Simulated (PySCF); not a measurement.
A structure optimised at PBE0-D3(BJ)/def2-SVP, used in a PySCF frequency run:

```
N
C 1 1.3705
O 2 1.2162 1 123.87
H 2 1.1125 3 122.44 1 174.23
C 1 1.4214 2 117.78 4 154.59
H 5 1.1025 1 109.91 2 130.86
H 5 1.1032 6 110.75 1 126.23
H 5 1.1076 6 105.43 7 117.80
```
Charge 0, spin multiplicity 2.

Question: Write its SMILES and formula.

Answer: C[N]C=O, C₂H₄NO

Question: What are its rotational constants (standard atomic weights)?

Answer: 21.798, 6.4017, 5.1704 GHz
